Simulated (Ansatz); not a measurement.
`[OH][Al]([Br])[Br]` + `O[SiH3]` → `[OH][Al]([Br])[O][SiH3]` + HBr  (ligand exchange at the Al–Br bond)

Program: Ansatz. Geometries: PBE0-D4/def2-TZVP. ΔE: electronic, gas phase. CCSD(T)/CBS is the MP2 limit (def2-TZVPP, def2-QZVPP) plus CCSD(T) − MP2 in def2-TZVPP, frozen cores. DFT in def2-TZVPP. For Br outer-core shells are correlated without core-valence functions, which leaves a few kJ/mol of doubt a bond. Scalar relativity is left out up to krypton. One conformer a species, not always the lowest.

`[OH][Al]([Br])[Br]`:

Cartesian coordinates in Å:
```
O 1.114 0.591 0.498
Al -0.232 -0.281 0.002
Br -1.591 0.493 -1.600
Br -0.642 -2.241 0.979
H 1.350 1.438 0.122
```

`O[SiH3]`:

Cartesian coordinates in Å:
```
O 0.396 1.199 0.222
Si -0.160 -0.348 0.099
H 0.765 1.605 -0.562
H -1.259 -0.459 -0.899
H -0.663 -0.707 1.444
H 0.921 -1.289 -0.305
```

`[OH][Al]([Br])[O][SiH3]`:

Cartesian coordinates in Å:
```
O 2.304 1.643 0.186
Al 0.878 1.090 -0.510
Br 0.197 2.059 -2.403
O -0.024 -0.143 0.171
Si -1.227 -1.229 0.345
H 2.662 1.281 0.995
H -0.647 -2.591 0.470
H -2.002 -0.915 1.574
H -2.141 -1.195 -0.827
```

HBr:

Cartesian coordinates in Å:
```
Br 0.392 0.376 0.458
H -0.392 -0.376 -0.458
```

Task: Is it downhill or uphill in electronic energy at CCSD(T)/CBS, and by how much? (Best estimate.)

Result: Ansatz gave: Nearly level: ΔE = +1.5 kJ/mol.

Task: What do these levels give: revPBE-D4, r2SCAN-D4, PBE0-D4, BLYP, r2SCANh, HF/def2-SVP, MP2/def2-SVP, MP2/def2-TZVPP, SCS-MP2/def2-TZVPP, HF/def2-QZVPP, MP2/def2-QZVPP, SCS-MP2/def2-QZVPP? (Estimate.)

Result: Ansatz gave: revPBE-D4 8.0, r2SCAN-D4 2.4, PBE0-D4 7.5, BLYP -2.5, r2SCANh 3.6, HF/def2-SVP -8.9, MP2/def2-SVP -6.2, MP2/def2-TZVPP 0.3, SCS-MP2/def2-TZVPP -3.8, HF/def2-QZVPP -4.8, MP2/def2-QZVPP 2.5, SCS-MP2/def2-QZVPP -1.7 kJ/mol.

Task: What do rigid-rotor, harmonic-oscillator terms from PBE0-D4/def2-TZVP frequencies (298.15 K, 1 bar) make of the CCSD(T)/CBS value? (Best estimate.)

Result: Ansatz gave: ΔZPE = -9.6 kJ/mol, ΔH = -5.4 kJ/mol, ΔS = 0 J/(mol·K), ΔG = -5.3 kJ/mol. Modes under 50 cm⁻¹ make the entropy rough.

Largest T1 diagnostic among the species: 0.011.

At CCSD(T), def2-SVP lies −11.5 kJ/mol from the extrapolated value and def2-TZVPP −5.2 kJ/mol. Leaving LDA and LC-ωPBE aside and taking each functional with its dispersion term where it has one, the values, not all of them listed here, spread over 15.9 kJ/mol, from CAM-B3LYP-D4 to HSE06-D4. LDA lies −5.0 kJ/mol from PBE without D4.
